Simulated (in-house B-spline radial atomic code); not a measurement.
Computed with a B-spline radial atomic code. Model: two electrons, singlet ground state, non-relativistic, full CI in B-splines with partial waves to l = 8 (at full coupling up to 3e-4 hartree above the limit, correlation up to 0.6 % small), density held at that of full coupling by Lieb maximisation.

Along the adiabatic connection the electron repulsion is scaled by a coupling λ while a local potential keeps the density fixed. At λ = 0 the system is the Kohn-Sham one and W equals the exchange energy; the exchange-correlation energy is the area under W between 0 and 1. The kinetic energy rises with λ as the electrons avoid each other, with dT/dλ = −λ dW/dλ.

Command:
```bash
python run_ac.py task.json out
```
Settings (lengths in bohr, energies in hartree):
```
potential              ball
strength               1
lmax                   8
wall_radius            2.83
```

Run time, properties included: 6.6 s on 1 thread of Intel(R) Xeon(R) Processor @ 2.30GHz, on a shared host.

**W = mean repulsion less Hartree energy, and W of three functionals.**

Given: confinement empty hard sphere; hard wall radius 2.83 bohr; external potential zero inside.

Computed: PBE exchange minus exact 24.161 millihartree; SCAN exchange minus exact -8.2521 millihartree.

| coupling | W xc (hartree) | W xc minus exchange (millihartree) | kinetic minus Kohn-Sham (millihartree) | LDA (PW92) W minus its exchange (millihartree) | PBE W minus its exchange (millihartree) | SCAN W minus its exchange (millihartree) |
| --- | --- | --- | --- | --- | --- | --- |
| 0 | -0.6051 | 0 | 0 | 0 | 0 | 0 |
| 0.02 | -0.60738 | -2.279 | 0.02 | -10.89 | -4.22 | -1.95 |
| 0.05 | -0.61072 | -5.625 | 0.14 | -21.88 | -9.9 | -4.77 |
| 0.12 | ? | ? | ? | ? | ? | ? |
| 0.25 | -0.63098 | -25.881 | 3.12 | -66.57 | -38.93 | -21.73 |
| 0.4 | ? | ? | ? | ? | ? | ? |
| 0.6 | -0.6593 | -54.198 | 14.92 | -112.34 | -73.91 | -46.1 |
| 0.8 | -0.6723 | -67.205 | 24 | -131.23 | -89.31 | -57.81 |
| 1 | -0.68352 | -78.42 | 34.06 | -147.09 | -102.55 | -68.27 |
| 1.4 | -0.70178 | -96.685 | 55.82 | -172.66 | -124.44 | -86.18 |
| 2 | -0.72191 | -116.81 | 89.67 | -201.3 | -149.57 | -107.42 |
| 3 | -0.7441 | -139.01 | 144.3 | -234.55 | -179.43 | -132.99 |
| 4.5 | -0.7642 | -159.1 | 218.32 | -267.2 | -209.28 | -157.96 |
| 7 | -0.78302 | -177.92 | 324.1 | -300.81 | -240.44 | -182.03 |
| 10 | -0.79592 | -190.82 | 432.17 | -325.86 | -263.88 | -197.89 |

Problem. What belongs in the row 0.12?

Solution. W xc (hartree): -0.6182; W xc minus exchange (millihartree): -13.107; kinetic minus Kohn-Sham (millihartree): 0.77; LDA (PW92) W minus its exchange (millihartree): -40.92; PBE W minus its exchange (millihartree): -21.38; SCAN W minus its exchange (millihartree): -11.03.

Problem. What belongs in the row 0.4?

Solution. W xc (hartree): -0.6441; W xc minus exchange (millihartree): -39.003; kinetic minus Kohn-Sham (millihartree): 7.37; LDA (PW92) W minus its exchange (millihartree): -88.93; PBE W minus its exchange (millihartree): -55.55; SCAN W minus its exchange (millihartree): -32.87.

Problem. What is the LDA exchange minus exact?

Solution. 78.907 millihartree.

**Energy parts, natural occupations and partial-wave weights.**

Computed: total energy 1.8061 hartree; kinetic part of the DFT correlation energy 0.034061 hartree; initial slope twice GL2 -0.11491 hartree; kinetic part over minus potential part 0.43435; Hartree energy 1.2102 hartree; Kohn-Sham kinetic 1.2454 hartree; Lieb Oxford ratio E_xc over LDA exchange 1.2343.

```tsv
natural	occupation of the shell (electrons)
s	1.952
p	0.045534
d	0.0012017
s	0.00090358
f	?
p	0.00013074
```

Problem. What belongs in the row f?

Solution. occupation of the shell (electrons): 0.00014345.

```csv
wave,weight
s,0.97645
p,0.022835
d,0.00061612
f,?
g,1.6735e-05
```

Problem. What belongs in the row f?

Solution. weight: 7.6331e-05.

Problem. What is the exchange energy?

Solution. -0.6051 hartree.

Problem. What is the correlation energy?

Solution. -0.044359 hartree.

Half-way to full coupling W has made 59 % of its drop, against 50 % for a straight line, and second-order (GL2) theory, half the initial slope, overshoots the correlation energy by about 30 %: a moderate bend, as in light atoms. Over couplings 0 to 1 the errors in E_xc come to about +29 millihartree for LDA, +7.6 millihartree for PBE, -1.8 millihartree for SCAN, so SCAN is nearest. In LDA and PBE and SCAN the errors of exchange and correlation have opposite signs, so the sum is smaller than the larger of the two.
